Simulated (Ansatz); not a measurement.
Relaxation of C2H2BrF (6 atoms, charge 0, multiplicity 1), to a largest force component of 0.015 eV/Å in at most 40 steps.

Theory: RKS B3LYP-D4/def2-SVP (Ansatz 0.2.0).

```xyz
6
Properties=species:S:1:pos:R:3:forces:R:3
C 0.637 0.102 0.455 -4.97 1.77 -0.84
C -0.513 -0.052 -0.292 3.27 -1.20 0.45
F -0.585 -0.980 -1.303 -0.38 1.41 1.32
Br -1.979 1.006 0.090 -0.97 0.11 -0.37
H 0.594 0.897 1.200 0.23 -0.17 0.09
H 1.490 -0.417 0.288 2.82 -1.92 -0.65
```

Problem. Where does it end, and by what steps?

Solution. It converged. After 6 steps the energy has fallen by 0.358 eV; Br4 moved furthest, 0.15 Å.

```csv
step,energy less start (eV),largest force component (eV/Å),accepted
0,0.0000,4.965,yes
1,-0.3077,1.555,yes
2,-0.3231,0.817,yes
3,-0.3557,0.248,yes
4,-0.3579,0.030,yes
5,-0.3579,0.027,yes
6,-0.3579,0.002,yes
```

```xyz
6
Properties=species:S:1:pos:R:3
C 0.626 0.141 0.455
C -0.484 -0.027 -0.256
F -0.590 -0.919 -1.232
Br -2.082 0.959 -0.011
H 0.677 0.883 1.249
H 1.497 -0.480 0.234
```

Run time: 14 s on 1 thread of Intel(R) Xeon(R) 6975P-C (Granite Rapids), with other jobs on the host, peak memory 0.18 GiB.
